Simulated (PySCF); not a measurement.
# A ladder for the ionisation energy of P⁺

P⁺ [Ne] 3s2 3p2 (3P) → P²⁺ [Ne] 3s2 3p1 (2P). Scalar values calculated with PySCF 2.14 in dyall-acv3z (spin-free X2C; valence: [Ne] frozen; valence and next inner shell: 1s2 frozen). The spin-orbit shift comes from two-component X2C-1e calculations (generalised Hartree-Fock, GHF, and MP2 on its spinors, GMP2) in x2c-QZVPPall-2c: GMP2 gives 19.648 eV without and 19.625 eV with screened spin-orbit coupling, a shift of -0.023 eV (GHF: -0.023 eV). Sums use unrounded values; where a UHF row is shifted, it takes the GHF shift.

| method | scalar (eV) | plus spin-orbit shift (eV) | error (eV) |
| --- | --- | --- | --- |
| UHF | 19.157 | 19.134 | -0.635 |
| MP2 (valence) | 19.615 | 19.592 | -0.178 |
| SCS-MP2 (valence) | 19.523 | 19.500 | -0.270 |
| CCSD (valence) | 19.651 | 19.628 | -0.142 |
| CCSD(T) (valence) | 19.688 | 19.665 | -0.105 |
| MP2 (valence and next inner shell) | 19.647 | 19.623 | -0.146 |
| SCS-MP2 (valence and next inner shell) | 19.551 | 19.528 | -0.241 |
| CCSD (valence and next inner shell) | 19.678 | 19.655 | -0.115 |
| CCSD(T) (valence and next inner shell) | 19.711 | 19.688 | -0.082 |
| LDA | 19.812 | 19.789 | 0.019 |
| PBE | 19.771 | 19.748 | -0.022 |
| PBE0 | 19.808 | 19.785 | 0.015 |
| r2SCAN | 19.942 | 19.919 | 0.149 |
| MN15 | 19.756 | 19.732 | -0.037 |
| BP86 | 19.829 | 19.806 | 0.036 |
| M06-2X | 19.579 | 19.556 | -0.214 |

Reference: 19.769 eV (semi-empirical (NIST evaluation); NIST Atomic Spectra Database, ionization energies).

The errors of the correlated levels include the incompleteness of the basis and the frozen core, so a lower level can come closer by cancellation.

A first-order Landé estimate from the scalar orbitals gives -0.006 eV instead; single two-component determinants are not pure J levels in LS coupling, so the shift is uncertain by about that difference.
